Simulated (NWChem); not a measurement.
System: C2H6N, doublet; SMILES C[CH]N

Parts of the log:

```
             Northwest Computational Chemistry Package (NWChem) 7.3.0
             --------------------------------------------------------

                             Geometry "geometry" -> ""
                             -------------------------

 Output coordinates in angstroms (scale by  1.889725989 to convert to a.u.)

  No.       Tag          Charge          X              Y              Z
 ---- ---------------- ---------- -------------- -------------- --------------
    1 C                    6.0000     0.19139100     1.25211900    -0.01544600
    2 C                    6.0000    -0.52326300    -0.05289800     0.12358600
    3 N                    7.0000     0.21843700    -1.22635700    -0.10771300
    4 H                    1.0000    -0.45737900     2.08172100     0.28555400
    5 H                    1.0000     1.08896900     1.29029800     0.62075500
    6 H                    1.0000     0.52927800     1.45470800    -1.04845800
    7 H                    1.0000    -1.56129000    -0.11740600    -0.19681200
    8 H                    1.0000     1.13360200    -1.22053800     0.33577500
    9 H                    1.0000    -0.27483100    -2.07752200     0.14359500

 Effective nuclear repulsion energy (a.u.)      76.0646437824

                              NWChem Property Module
                              ----------------------

  itol2e modified to match energy
  convergence criterion.

                                 NWChem DFT Module
                                 -----------------

 Summary of "ao basis" -> "ao basis" (spherical)
 ------------------------------------------------------------------------------
       Tag                 Description            Shells   Functions and Types
 ---------------- ------------------------------  ------  ---------------------
 C                          iglo-iii                15       35   7s6p2d
 N                          iglo-iii                15       35   7s6p2d
 H                          iglo-iii                 6       10   4s2p

  itol2e modified to match energy
  convergence criterion.

            General Information
            -------------------
          SCF calculation type: DFT
          Wavefunction type:  spin polarized.
          No. of atoms     :     9
          No. of electrons :    25
           Alpha electrons :    13
            Beta electrons :    12
          Charge           :     0
          Spin multiplicity:     2
          Use of symmetry is: off; symmetry adaption is: off
          Maximum number of iterations: 150
          AO basis - number of functions:   165
                     number of shells:    81
          Convergence on energy requested:  1.00D-07
          Convergence on density requested:  1.00D-05
          Convergence on gradient requested:  5.00D-04

              XC Information
              --------------
                         B3LYP Method XC Potential
                     Hartree-Fock (Exact) Exchange  0.200
                        Slater Exchange Functional  0.800 local
                    Becke 1988 Exchange Functional  0.720 non-local
              Lee-Yang-Parr Correlation Functional  0.810
                  VWN I RPA Correlation Functional  0.190 local

             Grid Information
             ----------------
          Grid used for XC integration:  fine
          Radial quadrature: Mura-Knowles
          Angular quadrature: Lebedev.
          Tag              B.-S. Rad. Rad. Pts. Rad. Cut. Ang. Pts.
          ---              ---------- --------- --------- ---------
          C                   0.70       70          11.0       590
          N                   0.65       70          11.0       590
          H                   0.35       60          12.0       590
          Grid pruning is: on
          Number of quadrature shells:   570
          Spatial weights used:  Erf1

      Superposition of Atomic Density Guess
      -------------------------------------

 Sum of atomic energies:        -132.65598663

      Non-variational initial energy
      ------------------------------

[...]

          ----------------------
          Hyperfine Interactions
          ----------------------

 Total Spin Density (Fermi Contact Term)
 ------------------ --------------------
     Atom            x         y         z       Density (a.u.)      Aiso(MHz)     Aiso(Gauss)
     1  13-C      0.36168   2.36616  -0.02919      -0.011894        -13.370757      -4.771011
     2  13-C     -0.98882  -0.09996   0.23354       0.124759        140.253010      50.045677
     3  14-N      0.41279  -2.31748  -0.20355       0.035327         11.414471       4.072960
     4   1-H     -0.86432   3.93388   0.53962       0.002506         11.203443       3.997660
     5   1-H      2.05785   2.43831   1.17306       0.008576         38.331532      13.677621
     6   1-H      1.00019   2.74900  -1.98130       0.024812        110.907645      39.574539
     7   1-H     -2.95041  -0.22187  -0.37192      -0.005377        -24.034495      -8.576091
     8   1-H      2.14220  -2.30648   0.63452       0.003706         16.563532       5.910270
     9   1-H     -0.51936  -3.92595   0.27136       0.002959         13.224466       4.718810

           -------------------------------------------
           Anisotropic Interaction (Spin-Dipolar Term)
           -------------------------------------------

 ------------------------------------------------------------
     Atom            x         y         z
 ------------------------------------------------------------
     1  13-C      0.36168   2.36616  -0.02919

   Spin-Dipolar term (a.u.)
        xx             yy             zz             xy             xz             yz
 ------------------------------------------------------------------------------------------
      -0.000756       0.015259      -0.014503       0.018243      -0.004456      -0.007379

   Principal Comp. of -hf- tensor (au)            Anisotropic -hfcc- (MHz)               Anisotropic -hfcc- (Gauss)
 --------------------------------------------------------------------------------------------------------------------------
     -0.012646     0.028885    -0.016239      -1.697005     3.876065    -2.179060      -0.605533     1.383074    -0.777542

   Orientation of the principal axis of Hyperfine Tensor w.r.t absolute (molecular) frame
 --------------------------------------------------------------------------------------------------------------------------
      0.843970     0.535175     0.036081
     -0.530129     0.821983     0.208103
      0.081713    -0.194760     0.977441

 ------------------------------------------------------------
     Atom            x         y         z
 ------------------------------------------------------------
     2  13-C     -0.98882  -0.09996   0.23354

   Spin-Dipolar term (a.u.)
        xx             yy             zz             xy             xz             yz
 ------------------------------------------------------------------------------------------
      -0.490640      -0.516820       1.007461       0.005963      -0.182121      -0.032345

   Principal Comp. of -hf- tensor (au)            Anisotropic -hfcc- (MHz)               Anisotropic -hfcc- (Gauss)
 --------------------------------------------------------------------------------------------------------------------------
     -0.511722    -0.518258     1.029979     -68.668173   -69.545229   138.213402     -24.502470   -24.815425    49.317896

   Orientation of the principal axis of Hyperfine Tensor w.r.t absolute (molecular) frame
 --------------------------------------------------------------------------------------------------------------------------
      0.934082    -0.336654    -0.118973
      0.336593     0.941411    -0.021216
      0.119145    -0.020228     0.992671

 ------------------------------------------------------------
     Atom            x         y         z
 ------------------------------------------------------------
     3  14-N      0.41279  -2.31748  -0.20355

   Spin-Dipolar term (a.u.)
        xx             yy             zz             xy             xz             yz
 ------------------------------------------------------------------------------------------
      -0.212026      -0.232534       0.444561      -0.031086      -0.175610       0.107729

   Principal Comp. of -hf- tensor (au)            Anisotropic -hfcc- (MHz)               Anisotropic -hfcc- (Gauss)
 --------------------------------------------------------------------------------------------------------------------------
     -0.257883    -0.247706     0.505589      -9.945980    -9.553470    19.499450      -3.548967    -3.408910     6.957877

   Orientation of the principal axis of Hyperfine Tensor w.r.t absolute (molecular) frame
 --------------------------------------------------------------------------------------------------------------------------
      0.893323    -0.379247    -0.241136
      0.420405     0.894836     0.150094
      0.158854    -0.235457     0.958815

 ------------------------------------------------------------
     Atom            x         y         z
 ------------------------------------------------------------
     4   1-H     -0.86432   3.93388   0.53962

   Spin-Dipolar term (a.u.)
        xx             yy             zz             xy             xz             yz
 ------------------------------------------------------------------------------------------
      -0.009789       0.017330      -0.007542       0.002047      -0.000314      -0.000526

   Principal Comp. of -hf- tensor (au)            Anisotropic -hfcc- (MHz)               Anisotropic -hfcc- (Gauss)
 --------------------------------------------------------------------------------------------------------------------------
     -0.009973     0.017496    -0.007523      -5.321155     9.335002    -4.013848      -1.898717     3.330955    -1.432238

[...]
```

Level: B3LYP/IGLO-III, spin-unrestricted, contact and dipolar terms. Structure relaxed at the B3LYP/6-31G* (spherical d), spin-unrestricted level. No stability test was run on the SCF state.

Problem. Which NWChem input produces such a log?

Solution. This is not unique; one that fits is the input that was run:
```
start job
memory heap 200 mb stack 900 mb global 1100 mb
geometry units angstroms noautosym nocenter noautoz
  C      0.191391     1.252119    -0.015446
  C     -0.523263    -0.052898     0.123586
  N      0.218437    -1.226357    -0.107713
  H     -0.457379     2.081721     0.285554
  H      1.088969     1.290298     0.620755
  H      0.529278     1.454708    -1.048458
  H     -1.561290    -0.117406    -0.196812
  H      1.133602    -1.220538     0.335775
  H     -0.274831    -2.077522     0.143595
end
basis spherical
  * library iglo-iii
end
dft
  odft
  mult 2
  xc b3lyp
  iterations 150
end
property
  hyperfine
end
task dft property
```
